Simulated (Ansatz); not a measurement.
Relaxation of AlCl2FH2 (6 atoms, charge 0, multiplicity 1), to a largest force component of 0.03 eV/Å in at most 50 steps.

These are results of RKS PBE-D4/6-31G* (Ansatz), not measurements.

```xyz
6
Properties=species:S:1:pos:R:3:forces:R:3
Al -0.001 0.202 -0.117 0.04 -0.43 -0.06
H 0.016 0.232 1.456 -0.02 0.17 0.28
Cl 1.815 0.326 -1.166 0.01 0.00 -0.02
Cl -1.824 0.274 -1.155 -0.02 -0.01 0.00
F 0.070 -2.334 1.234 -0.01 0.00 -0.57
H 0.051 -1.597 1.820 0.00 0.28 0.36
```

**Question.** Where does it end, and by what steps?

**Answer.** It converged. After 10 steps the energy has fallen by 0.490 eV; F5 moved furthest, 0.64 Å. Joined: Al1–F5 (2.87 → 2.04 Å).

```csv
step,energy less start (eV),largest force component (eV/Å),accepted
0,0.0000,0.573,yes
1,-0.1331,1.060,yes
2,-0.3227,1.372,yes
3,-0.4674,0.365,yes
4,-0.4805,0.253,yes
5,-0.4850,0.097,yes
6,-0.4860,0.037,yes
7,-0.4876,0.041,yes
8,-0.4886,0.254,yes
9,-0.4895,0.045,yes
10,-0.4895,0.005,yes
```

```xyz
6
Properties=species:S:1:pos:R:3
Al 0.011 0.011 0.062
H 0.011 0.511 1.584
Cl 1.820 0.108 -1.035
Cl -1.813 0.043 -1.015
F 0.049 -1.897 0.770
H 0.050 -1.673 1.706
```

Whether the end is a true minimum wasn't checked by a vibrational analysis.

Run time: 8.9 s on 1 thread of AMD EPYC 9R45 96-Core Processor (Zen 5), on a shared host, peak memory 0.17 GiB.
